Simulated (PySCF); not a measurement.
**Sn (tin, neutral): UHF calculation**

Configuration: [Kr] 4d10 5s1 5p2 6s1, high-spin 5P determinant (an excited configuration). Calculation: PySCF 2.14, in aug-cc-pVTZ-DK3 (8s7p5d2f, 68 functions); the spin-free X2C one-electron Hamiltonian (Gaussian nucleus).

```json
{
  "Total energy": "-6173.219554 hartree",
  "One-electron energy": "-8481.8760 hartree",
  "Hartree (Coulomb) energy": "2472.6922 hartree",
  "Exchange energy": "-164.0357 hartree",
  "⟨S²⟩": "6.0035",
  "⟨L²⟩": "2.046",
  "Sum of ⟨r⟩": "39.27 bohr",
  "Sum of ⟨r²⟩": "94.84 bohr²",
  "Traceless quadrupole moment −½Σ⟨3z² − r²⟩ along its main axis": "1.42 e·bohr²",
  "Langevin diamagnetic susceptibility": "-75.1 ×10⁻⁶ cm³/mol"
}
```

```json
{"shell": "1s α", "electrons": "1", "mean orbital energy (eV)": "-29346.3", "spread (eV)": "0", "rms radius, mean of both spins (bohr)": "0.0333"}
{"shell": "1s β", "electrons": "1", "mean orbital energy (eV)": "-29346.1", "spread (eV)": "0", "rms radius, mean of both spins (bohr)": "0.0333"}
{"shell": "2s α", "electrons": "1", "mean orbital energy (eV)": "-4527.3", "spread (eV)": "0", "rms radius, mean of both spins (bohr)": "0.136"}
{"shell": "2s β", "electrons": "1", "mean orbital energy (eV)": "-4527.2", "spread (eV)": "0", "rms radius, mean of both spins (bohr)": "0.136"}
{"shell": "2p α", "electrons": "3", "mean orbital energy (eV)": "-4060.3", "spread (eV)": "0.011", "rms radius, mean of both spins (bohr)": "0.121"}
{"shell": "2p β", "electrons": "3", "mean orbital energy (eV)": "-4060.2", "spread (eV)": "0.077", "rms radius, mean of both spins (bohr)": "0.121"}
{"shell": "3s α", "electrons": "1", "mean orbital energy (eV)": "-917.52", "spread (eV)": "0", "rms radius, mean of both spins (bohr)": "0.361"}
{"shell": "3s β", "electrons": "1", "mean orbital energy (eV)": "-917.22", "spread (eV)": "0", "rms radius, mean of both spins (bohr)": "0.361"}
{"shell": "3p α", "electrons": "3", "mean orbital energy (eV)": "-760.68", "spread (eV)": "0.065", "rms radius, mean of both spins (bohr)": "0.362"}
{"shell": "3p β", "electrons": "3", "mean orbital energy (eV)": "-760.48", "spread (eV)": "0.219", "rms radius, mean of both spins (bohr)": "0.362"}
{"shell": "3d α", "electrons": "5", "mean orbital energy (eV)": "-518.66", "spread (eV)": "0.160", "rms radius, mean of both spins (bohr)": "0.341"}
{"shell": "3d β", "electrons": "5", "mean orbital energy (eV)": "-518.61", "spread (eV)": "0.192", "rms radius, mean of both spins (bohr)": "0.341"}
{"shell": "4s α", "electrons": "1", "mean orbital energy (eV)": "-165.01", "spread (eV)": "0", "rms radius, mean of both spins (bohr)": "0.874"}
{"shell": "4s β", "electrons": "1", "mean orbital energy (eV)": "-164.33", "spread (eV)": "0", "rms radius, mean of both spins (bohr)": "0.874"}
{"shell": "4p α", "electrons": "3", "mean orbital energy (eV)": "-115.12", "spread (eV)": "0.130", "rms radius, mean of both spins (bohr)": "0.949"}
{"shell": "4p β", "electrons": "3", "mean orbital energy (eV)": "-114.72", "spread (eV)": "0.514", "rms radius, mean of both spins (bohr)": "0.949"}
{"shell": "4d α", "electrons": "5", "mean orbital energy (eV)": "-40.502", "spread (eV)": "0.418", "rms radius, mean of both spins (bohr)": "1.18"}
{"shell": "4d β", "electrons": "5", "mean orbital energy (eV)": "-40.031", "spread (eV)": "0.628", "rms radius, mean of both spins (bohr)": "1.18"}
{"shell": "5s α", "electrons": "1", "mean orbital energy (eV)": "-20.486", "spread (eV)": "0", "rms radius, mean of both spins (bohr)": "2.50"}
{"shell": "5p α", "electrons": "2", "mean orbital energy (eV)": "-11.095", "spread (eV)": "0", "rms radius, mean of both spins (bohr)": "3.09"}
{"shell": "6s α", "electrons": "1", "mean orbital energy (eV)": "-2.855", "spread (eV)": "0", "rms radius, mean of both spins (bohr)": "6.80"}
```

The outer electron is Rydberg-like, and this basis confines it to a smaller radius and binds it less than a complete one would.

Densities and radii are taken from the X2C orbitals without a picture-change correction, which distorts them close to the nucleus.

Spin-orbit constants ζ (cm⁻¹) from the X2C one-electron operator on these orbitals: bare nucleus, nucleus screened by l(l+1)(2l+1)/3 electrons, and screened by the Breit-Pauli mean field of the electrons.

| shell | bare | screened nucleus | mean field |
| --- | --- | --- | --- |
| 2p | 1237000 | 1187000 | n/a |
| 3p | 228700 | 219500 | n/a |
| 3d | 34320 | 27460 | n/a |
| 4p | 38600 | 37060 | n/a |
| 4d | 4004 | 3204 | n/a |
| 5p | 2845 | 2731 | n/a |

To first order the Landé constant is A = 682.8 cm⁻¹, so the lowest level has J = 1 and lies 0.254 eV below the centre of the term. This holds in LS coupling only.
